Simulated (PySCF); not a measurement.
Sn²⁺ (tin, charge +2) across methods

[Kr] 4d10 5s2, closed-shell 1S. Computed with PySCF 2.14 in aug-cc-pwCVDZ-PP with ECP28MDF, with a scalar-relativistic core potential.

```json
{"method": "PBE0", "E (hartree)": "-213.4625", "mean ε 4p (eV)": "-112.19", "mean ε 4d (eV)": "-45.774", "mean ε 5s (eV)": "-27.059", "Σ⟨r²⟩ (bohr²)": "31.99", "⟨S²⟩": "0.000"}
{"method": "PBE", "E (hartree)": "-213.4562", "mean ε 4p (eV)": "-106.70", "mean ε 4d (eV)": "-42.979", "mean ε 5s (eV)": "-26.170", "Σ⟨r²⟩ (bohr²)": "31.99", "⟨S²⟩": "0.000"}
{"method": "LDA", "E (hartree)": "-213.1047", "mean ε 4p (eV)": "-106.64", "mean ε 4d (eV)": "-43.109", "mean ε 5s (eV)": "-26.619", "Σ⟨r²⟩ (bohr²)": "31.98", "⟨S²⟩": "0.000"}
{"method": "B97-3", "E (hartree)": "-213.5205", "mean ε 4p (eV)": "-112.57", "mean ε 4d (eV)": "-45.908", "mean ε 5s (eV)": "-26.996", "Σ⟨r²⟩ (bohr²)": "32.01", "⟨S²⟩": "0.000"}
{"method": "UHF", "E (hartree)": "-212.57927", "mean ε 4p (eV)": "-127.46", "mean ε 4d (eV)": "-52.989", "mean ε 5s (eV)": "-28.786", "Σ⟨r²⟩ (bohr²)": "32.37", "⟨S²⟩": "0.000"}
{"method": "LC-wPBE", "E (hartree)": "-213.4738", "mean ε 4p (eV)": "-112.76", "mean ε 4d (eV)": "-48.234", "mean ε 5s (eV)": "-29.726", "Σ⟨r²⟩ (bohr²)": "31.93", "⟨S²⟩": "0.000"}
{"method": "B3LYP", "E (hartree)": "-213.5304", "mean ε 4p (eV)": "-111.15", "mean ε 4d (eV)": "-45.230", "mean ε 5s (eV)": "-27.097", "Σ⟨r²⟩ (bohr²)": "32.04", "⟨S²⟩": "0.000"}
{"method": "r2SCAN", "E (hartree)": "-213.5260", "mean ε 4p (eV)": "-109.50", "mean ε 4d (eV)": "-43.718", "mean ε 5s (eV)": "-26.374", "Σ⟨r²⟩ (bohr²)": "31.90", "⟨S²⟩": "0.000"}
```

Question: Estimate the same row for TPSS.

Answer: E (hartree) = -213.3703; mean ε 4p (eV) = -107.29; mean ε 4d (eV) = -43.035; mean ε 5s (eV) = -26.020; Σ⟨r²⟩ (bohr²) = 31.98; ⟨S²⟩ = 0.000.

Energies and moments cover only the electrons outside the core potential.
